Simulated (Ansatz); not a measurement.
Reaction (isomerisation): `CCB(C)F` → `BC(C)(C)F`

Calculated with Ansatz (gas phase, PBE0-D4/def2-TZVP geometries, no zero-point term in ΔE). CCSD(T)/CBS adds triple-zeta CCSD(T) − MP2 to the extrapolated MP2 energy (def2 sets, frozen cores). Functionals use def2-TZVPP. HSE06 is defined as in plane-wave codes. One conformer a species, not always the lowest.

(1) Is it downhill or uphill in electronic energy at CCSD(T)/CBS, and by how much? (An estimate is asked.)

(2) What do these levels give: LDA (SPW92), r2SCANh-D4, HSE06, RPA@PBE/def2-TZVPP, CCSD(T)/def2-SVP, HF/CBS(def2)? (Best estimate.)

(3) What do rigid-rotor, harmonic-oscillator terms from PBE0-D4/def2-TZVP frequencies (298.15 K, 1 bar) make of the CCSD(T)/CBS value? (An estimate is asked.)

Largest T1 diagnostic among the species: 0.011.

Answers

(1) Computed: Uphill: ΔE = +65.9 kcal/mol.

(2) The calculation gave: LDA (SPW92) 67.1, r2SCANh-D4 67.3, HSE06 67.0, RPA@PBE/def2-TZVPP 63.2, CCSD(T)/def2-SVP 67.3, HF/CBS(def2) 65.3 kcal/mol.

(3) Computed: ΔZPE = -2.0 kcal/mol, ΔH = +63.8 kcal/mol, ΔS = -18 J/(mol·K), ΔG = +65.0 kcal/mol. Modes under 50 cm⁻¹ make the entropy rough.

At CCSD(T), def2-SVP lies +1.3 kcal/mol from the extrapolated value and def2-TZVPP +0.1 kcal/mol. In def2-TZVPP, CCSD(T) changes the Hartree–Fock value by +0.8 kcal/mol (the triples alone add −0.2 kcal/mol) and MP2 by +2.4 kcal/mol. The D4 term adds −0.8 kcal/mol with B3LYP and −0.4 kcal/mol with PBE0; it sums over pairs of atoms, weighted by their polarisabilities, and B3LYP, whose exchange is more repulsive, gets the larger term.

B3LYP here is the variant with VWN-RPA as its local correlation; programs differ in this.
